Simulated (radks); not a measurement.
The numbers below are computed, except where a source is named.
Ta III, configuration [Kr] 4d10 4f14 5s1 5p6 5d4 (not the ground configuration). Code: a radial shooting solver on a logarithmic mesh with Libxc functionals. Model: Dirac Kohn-Sham, BP86, spin-unpolarised, spherical densities, finite nucleus; open shells fill j = l - 1/2 first; Fermi nuclear charge, rms radius 5.3507 fm.

X-ray form factor f0, the Fourier transform of the density (f0(0) = 71):

| sin(theta)/lambda (1/angstrom) | f0 (electrons) |
|---|---|
| 0.05 | 70.238 |
| 0.1 | 68.133 |
| 0.15 | 65.117 |
| 0.2 | 61.650 |
| 0.25 | 58.078 |
| 0.3 | 54.604 |
| 0.4 | 48.280 |
| 0.5 | 42.870 |
| 0.6 | 38.238 |
| 0.8 | 30.715 |
| 1 | 25.056 |
| 1.25 | 20.229 |
| 1.5 | 17.238 |
| 2 | 13.678 |
